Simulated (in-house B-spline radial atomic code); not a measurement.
K. Computed with a B-spline radial atomic code. Model: non-relativistic spherical atom: semilocal Troullier-Martins pseudo-atom, one channel per l, against all electrons, high spin, G0W0 and RPA with empty states to l = 8, local potential for every l without a channel, a model core (radius 0 = none) keeps its share of the functional.

What the tables leave out is listed at the end.

The pseudopotential gives back the lowest level of each angular momentum of its own functional in the configuration it was made in; a second state of the same l is only approximately right. Exact exchange, RPA and GW see the smooth pseudo-orbitals and miss the exchange with the core, for which the functional's share stands in. The column with an uncorrelated core keeps all orbitals and exact exchange, and so separates missing core correlation from pseudisation. Only the three outermost levels and the lowest empty one were computed. RPA here is direct RPA, with no exchange kernel, and its energies carry an (l + 1/2)⁻⁴ tail. A hybrid on a potential with a model core restores only its own semilocal share of the core's exchange.

Command:
```bash
python run_psgw.py task.json out
```
Settings (lengths in bohr, energies in hartree):
```
Z                      19
electrons              19
configuration          [Ar] 4s1
generated_in           [Ar] 4s1
functional             pbe,pbe
core_shells            3
radius_factor          1
core_correction        False
ion_configuration      [Ne] 3s2 3p6
```

Cost of the run: 50 s on 1 thread of Arm Neoverse N1, on a shared host.

Given: made with PBE; model core radius 0 bohr; local radius 1.094 bohr; mean-field start PBE.

Valence shells of the generating configuration: 3s, 3p, 4s.

Channel: s 1.083, p 1.158 (radii in bohr).

Computed: largest level miss in the spin-unpolarised generating configuration 0.009 eV; valence RPA correlation energy pseudo -0.47378 hartree; all-electron RPA polarisability, core included 162.84 bohr³; pseudo-atom RPA polarisability 161.61 bohr³; ionisation by mean-field pseudo minus all 0.015 eV; ionisation by RPA all-electron 4.7792 eV; ionisation by RPA pseudo minus all 0.005 eV.

```csv
level,occupied,mean-field all-electron (eV),mean-field pseudo minus all (eV),G0W0 all-electron (eV),G0W0 uncorrelated core minus all (eV),G0W0 pseudo minus all (eV),exchange self-energy all-electron (eV),exchange self-energy pseudo (eV)
4s up,1,-2.5341,-0.009,-4.3991,0.005,-0.011,-5.7381,-5.5516
4s down (empty),0,-1.507,-0.011,-0.48547,0.007,0.004,-0.96787,-0.71076
```

(1) What is the valence RPA correlation energy all-electron orbitals?

(2) What is the ionisation by mean-field all-electron?

Given: mean-field start PBE0.

Computed: valence RPA correlation energy all-electron orbitals -0.44037 hartree; valence RPA correlation energy pseudo -0.44076 hartree; all-electron RPA polarisability, core included 131.32 bohr³; pseudo-atom RPA polarisability 130.55 bohr³; ionisation by mean-field all-electron 4.3765 eV; ionisation by RPA all-electron 4.6574 eV.

```
          level  occupied  mean-field all-electron (eV)  mean-field pseudo minus all (eV)  G0W0 all-electron (eV)  G0W0 uncorrelated core minus all (eV)  G0W0 pseudo minus all (eV)  exchange self-energy all-electron (eV)  exchange self-energy pseudo (eV)
          4s up         1                       -2.9886                            -0.009                 -4.5761                                  0.006                       -0.01                                 -5.6377                           -5.4674
4s down (empty)         0                       -1.0057                            -0.008                -0.36394                                  0.007                           0                                -0.76724                          -0.56951
```

(3) What is the ionisation by mean-field pseudo minus all?

(4) What is the ionisation by RPA pseudo minus all?

Given: mean-field start Hartree-Fock.

Computed: valence RPA correlation energy all-electron orbitals -0.36367 hartree; pseudo-atom RPA polarisability 95.144 bohr³; ionisation by mean-field all-electron 4.008 eV; ionisation by mean-field pseudo minus all 0.008 eV; ionisation by RPA all-electron 4.4549 eV; ionisation by RPA pseudo minus all 0.007 eV.

| level | occupied | mean-field all-electron (eV) | mean-field pseudo minus all (eV) | G0W0 all-electron (eV) | G0W0 uncorrelated core minus all (eV) | G0W0 pseudo minus all (eV) | exchange self-energy all-electron (eV) | exchange self-energy pseudo (eV) |
| --- | --- | --- | --- | --- | --- | --- | --- | --- |
| 4s up | 1 | -4.0178 | -0.008 | -4.5289 | 0.006 | -0.004 | -5.2541 | -5.1247 |
| 3p down | 1 | -25.945 | -0.071 | -25.777 | 0.119 | 0.039 | -27.556 | -24.904 |
| 3p up | 1 | -25.991 | -0.076 | -25.819 | 0.117 | 0.034 | -27.537 | -24.905 |

(5) What is the all-electron RPA polarisability, core included?

(6) What is the valence RPA correlation energy pseudo?

Results:

(1) -0.47621 hartree.

(2) 4.4493 eV.

(3) 0.013 eV.

(4) 0.007 eV.

(5) 95.41 bohr³.

(6) -0.36808 hartree.

Among the listed levels the largest G0W0 shift of the pseudo-atom is +0.04 eV, for 3p down on the Hartree-Fock start, while leaving the core uncorrelated moves that level by +0.12 eV. The rest, -0.08 eV, comes from pseudisation and the lost core exchange. Not in the tables (levels of low weight, unsolved or above zero; the highest and the empty levels are kept at any weight): on PBE the G0W0 levels 3p down (pseudo minus all -0.01 eV, weights 0.08 and 0.09), 3p up (pseudo minus all -0.01 eV, weights 0.08 and 0.09); on PBE0 the G0W0 levels 3p down (pseudo minus all -0.01 eV, weights 0.08 and 0.08), 3p up (pseudo minus all -0.01 eV, weights 0.08 and 0.08).
